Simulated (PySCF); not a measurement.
Geometry (Å), atoms numbered from 1 in this order:
```xyz
25

C    -4.259   -0.201   -0.742
C    -3.075   -1.041   -0.290
C    -1.737   -0.463   -0.731
C    -0.505   -1.220   -0.228
C    -0.454   -2.661   -0.725
C     0.755   -0.455   -0.609
S     2.203   -1.127    0.282
C     3.364    0.179   -0.202
O     1.918   -0.916    1.744
H    -4.290   -0.115   -1.841
H    -4.203    0.822   -0.335
H    -5.215   -0.637   -0.416
H    -3.187   -2.067   -0.679
H    -3.080   -1.134    0.811
H    -1.673    0.584   -0.384
H    -1.706   -0.415   -1.836
H    -0.534   -1.229    0.877
H    -0.462   -2.697   -1.828
H    -1.313   -3.245   -0.363
H     0.457   -3.174   -0.380
H     0.679    0.603   -0.309
H     0.966   -0.512   -1.691
H     4.302   -0.032    0.328
H     2.960    1.146    0.132
H     3.531    0.164   -1.288
```

Geometry: PBE0-D3(BJ)/def2-SVP; GIAO absolute shieldings from PySCF 2.14, gas phase, non-relativistic, averaged over equivalent atoms.

At B97-2/pcSseg-1 (240 basis functions, 51 s wall time on 1 thread of an Arm Neoverse V2, shared host):
```csv
atoms,σ (ppm)
C6,115.9
C3,141.1
C8,141.5
C4,155.1
C2,159.4
C5,165.7
C1,166.5
S7,213.2
O9,282.7
H23/H24/H25,29.15
H21,29.26
H17,29.41
H22,29.60
H13,29.93
H15,30.23
H14,30.24
H10/H11/H12,30.34
H18/H19/H20,30.42
H16,30.49
```

Question: Estimate the result of repeating the calculation with PBE0/pcSseg-1.

Answer: 
```json
{"atoms": "C6", "σ at PBE0/pcSseg-1": "115.2", "change": "-0.7"}
{"atoms": "C3", "σ at PBE0/pcSseg-1": "141.3", "change": "+0.2"}
{"atoms": "C8", "σ at PBE0/pcSseg-1": "141.7", "change": "+0.2"}
{"atoms": "C4", "σ at PBE0/pcSseg-1": "156.0", "change": "+0.9"}
{"atoms": "C2", "σ at PBE0/pcSseg-1": "160.6", "change": "+1.2"}
{"atoms": "C5", "σ at PBE0/pcSseg-1": "166.7", "change": "+1.0"}
{"atoms": "C1", "σ at PBE0/pcSseg-1": "167.7", "change": "+1.2"}
{"atoms": "S7", "σ at PBE0/pcSseg-1": "212.0", "change": "-1.2"}
{"atoms": "O9", "σ at PBE0/pcSseg-1": "284.1", "change": "+1.4"}
{"atoms": "H23/H24/H25", "σ at PBE0/pcSseg-1": "29.04", "change": "-0.11"}
{"atoms": "H21", "σ at PBE0/pcSseg-1": "29.16", "change": "-0.10"}
{"atoms": "H17", "σ at PBE0/pcSseg-1": "29.32", "change": "-0.09"}
{"atoms": "H22", "σ at PBE0/pcSseg-1": "29.51", "change": "-0.09"}
{"atoms": "H13", "σ at PBE0/pcSseg-1": "29.83", "change": "-0.10"}
{"atoms": "H15", "σ at PBE0/pcSseg-1": "30.13", "change": "-0.10"}
{"atoms": "H14", "σ at PBE0/pcSseg-1": "30.14", "change": "-0.10"}
{"atoms": "H10/H11/H12", "σ at PBE0/pcSseg-1": "30.24", "change": "-0.10"}
{"atoms": "H18/H19/H20", "σ at PBE0/pcSseg-1": "30.33", "change": "-0.09"}
{"atoms": "H16", "σ at PBE0/pcSseg-1": "30.40", "change": "-0.09"}
```

The largest change is at O9 (S=O oxygen). Cost: 240 basis functions, 55 s wall time on 1 thread of an Arm Neoverse V2, shared host. The order of the carbon signals is the same at both levels.
